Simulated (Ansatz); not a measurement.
CH₃FIIn (`F[CH2][InH][I]`), relaxed with RKS PBE0-D4/def2-TZVP in Ansatz 0.2.0 from a GFN2-xTB geometry. The force threshold is 0.005 eV/Å; the program also tests the step.

Total charge 0; spin multiplicity 1. In, I takes the def2 core potential.

Start:

```xyz
7

F    -1.633    0.431   -0.840
C    -0.932    0.533    0.357
In    1.099   -0.226   -0.255
I     1.566   -2.856    0.078
H    -1.419   -0.138    1.073
H    -1.000    1.575    0.678
H     2.319    0.681   -1.091
```

```tsv
step	energy (eV)	largest force (eV/Å)	largest move (Å)
1	-17076.5152	0.587	0.000
2	-17076.5358	0.509	0.194
3	-17076.5797	0.169	0.094
4	-17076.5827	0.101	0.024
5	-17076.5864	0.068	0.062
6	-17076.5885	0.336	0.154
7	-17076.5989	0.156	0.200
8	-17076.6014	0.289	0.145
9	-17076.6127	0.442	0.127
10	-17076.6198	0.334	0.116
11	-17076.6338	0.140	0.126
12	-17076.6390	0.329	0.132
13	-17076.6437	0.170	0.030
14	-17076.6462	0.085	0.070
15	-17076.6475	0.036	0.055
16	-17076.6483	0.048	0.041
17	-17076.6485	0.024	0.017
18	-17076.6486	0.007	0.009
19	-17076.6486	0.003	0.007
```

End:

```xyz
7

F    -1.441    1.491   -0.494
C    -0.950    0.416    0.229
In    1.005   -0.210   -0.467
I     1.852   -2.290    1.002
H    -1.652   -0.418    0.140
H    -0.887    0.700    1.283
H     2.074    0.310   -1.692
```

Hardware: 4 threads of a server CPU on a shared host. Wall time 32 s, peak host memory 0.52 GiB.
